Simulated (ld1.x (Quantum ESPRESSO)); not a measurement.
PBE TM dataset for Pb, fully relativistic all-electron reference.

ld1.x (Quantum ESPRESSO) 7.5 input, shortened:

```
&input
   title='Pb', zed=82., rel=2, dft='PBE', iswitch=3,
   config='[Xe] 4f14 5d10 5f-2 6s1.75 6p2.25', rel_dist='average'
 /
 &inputp
   pseudotype=2, tm=.true., lloc=1,
   nlcc=.true., rcore=1.35
 /
4
6S  1  0   1.75   0.00  1.50  1.50  0.0
5D  3  2  10.00   0.00  1.70  1.70  0.0
5F  4  3  -2.00   0.45  3.10  3.10  0.0
6P  2  1   2.25   0.00  2.85  2.85  0.0
 &test
   configts(1)='5d10 6s1.75 6p2.25'
 /
```

Open shells are filled in proportion to 2j + 1 (rel_dist='average').

All-electron outer shells of the reference configuration (PBE, scalar-relativistic, ld1.x):

```
shell  level (eV)  outermost node (bohr)  outermost maximum (bohr)
   4f     -133.36                      –                      0.35
   5p      -86.30                   0.49                      0.88
   5d      -21.62                   0.52                      1.07
   6s      -12.33                   1.01                      1.95
   6p       -3.68                   1.18                      2.63
```

Results:

| Quantity | Value |
| --- | --- |
| Cutoffs needed | 60 Ry and 160 Ry (the cutoffs (Ry, on a coarse ladder) from which the occupation-weighted sum of valence levels, in a spherical-Bessel basis at the reference potential, stays within 10 and 1 mRy of its value at 400 Ry) |
| Ghost test | no extra level below or beside the all-electron valence levels (s, d3/2, d5/2, f5/2, f7/2, p1/2, p3/2 tested) (spherical-Bessel basis up to 400 Ry, 20 bohr box) |
| Largest excitation error | -233 meV (all-electron minus pseudo) for 5d9 6s2 6p3, out of 7 test configurations |

The potential misses its own reference levels by up to 1.1 eV, so it is not fit for use.

Generation and tests took about 2.9 s on one core of a shared server CPU.
